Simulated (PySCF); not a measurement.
PySCF 2.14 output of an unrestricted PBE calculation on a single atom or ion in x2c-TZVPPall, with scalar relativity by spin-free X2C-1e:

```
SCF conv_tol = 1e-09
number electrons alpha = 35  beta = 31
    J. P. Perdew, K. Burke, and M. Ernzerhof.,  Phys. Rev. Lett. 77, 3865 (1996)
    J. P. Perdew, K. Burke, and M. Ernzerhof.,  Phys. Rev. Lett. 78, 1396 (1997)
    J. P. Perdew, K. Burke, and M. Ernzerhof.,  Phys. Rev. Lett. 77, 3865 (1996)
    J. P. Perdew, K. Burke, and M. Ernzerhof.,  Phys. Rev. Lett. 78, 1396 (1997)
cycle= 1 E= -12156.3267899114  delta_E= 0.0836  |g|= 1.12  |ddm|= 0.689
cycle= 2 E= -12155.3616797415  delta_E= 0.965  |g|= 3.29  |ddm|= 1.35
cycle= 3 E= -12156.4618392183  delta_E= -1.1  |g|= 0.215  |ddm|= 0.943
cycle= 4 E= -12156.4681463137  delta_E= -0.00631  |g|= 0.0655  |ddm|=  0.2
cycle= 5 E= -12156.4687429159  delta_E= -0.000597  |g|= 0.00295  |ddm|= 0.0743
cycle= 6 E= -12156.4687451364  delta_E= -2.22e-06  |g|= 0.000298  |ddm|= 0.0139
cycle= 7 E= -12156.4687460362  delta_E= -9e-07  |g|= 0.00127  |ddm|= 0.0597
cycle= 8 E= -12156.4687452456  delta_E= 7.91e-07  |g|= 0.00022  |ddm|= 0.0424
cycle= 9 E= -12156.4687452502  delta_E= -4.59e-09  |g|= 0.000194  |ddm|= 0.0144
cycle= 10 E= -12156.4687452466  delta_E= 3.55e-09  |g|= 3.98e-05  |ddm|= 0.00769
cycle= 11 E= -12156.4687452463  delta_E= 3.09e-10  |g|= 1.42e-05  |ddm|= 0.000783
converged SCF energy = -12156.4687452463  <S^2> = 6.0085591  2S+1 = 5.0034224
```

The run itself started from symmetry-adapted Hartree-Fock orbitals and held the occupation by maximum overlap, on a logarithmic radial grid, so the iterations belong to that start.

Which element, charge and spin multiplicity is this?

Dy (dysprosium, neutral), multiplicity 5; the state was [Xe] 4f11 6s1, one real determinant (an excited configuration).

⟨L²⟩ = 34.06 against 42 for a pure I term, so this real determinant mixes terms. Spin-orbit coupling, absent here, splits the open shell strongly. At PBE the highest occupied level has a positive energy, so only the finite basis holds that electron; for this excited configuration the basis is too tight for the outer shell.
